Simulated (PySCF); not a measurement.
# Electronic structure of Ni²⁺ (nickel, charge +2) at the UHF level

Configuration: [Ar] 3d8, high-spin 3F determinant. All numbers are calculated (PySCF 2.14, scalar relativity by spin-free X2C-1e, in x2c-SVPall).

```
Total energy                        : -1517.980151 hartree
One-electron energy                 : -2088.7559 hartree
Hartree (Coulomb) energy            : 632.9024 hartree
Exchange energy                     : -62.1266 hartree
⟨S²⟩                                : 2.0023
⟨L²⟩                                : 12.018
Sum of ⟨r⟩                          : 15.67 bohr
Sum of ⟨r²⟩                         : 15.42 bohr²
Langevin diamagnetic susceptibility : -12.2 ×10⁻⁶ cm³/mol
Time after the integrals            : 0.11 s of wall time on 1 thread of Neoverse-V1 (shared host)
```

```tsv
shell	electrons	mean orbital energy (hartree)	spread (hartree)	rms radius, mean of both spins (bohr)
1s α	1	-309.46840	0	0.0624
1s β	1	-309.46736	0	0.0624
2s α	1	-39.35720	0	0.265
2s β	1	-39.28408	0	0.265
2p α	3	-33.82914	0	0.238
2p β	3	-33.75674	0	0.238
3s α	1	-5.81228	0	0.796
3s β	1	-5.61615	0	0.796
3p α	3	-4.14201	0	0.849
3p β	3	-3.90588	0	0.849
3d α	5	-1.44810	0.05366	1.08
3d β	3	-1.35238	0	1.08
```

Densities and radii are taken from the X2C orbitals without a picture-change correction, which distorts them close to the nucleus.
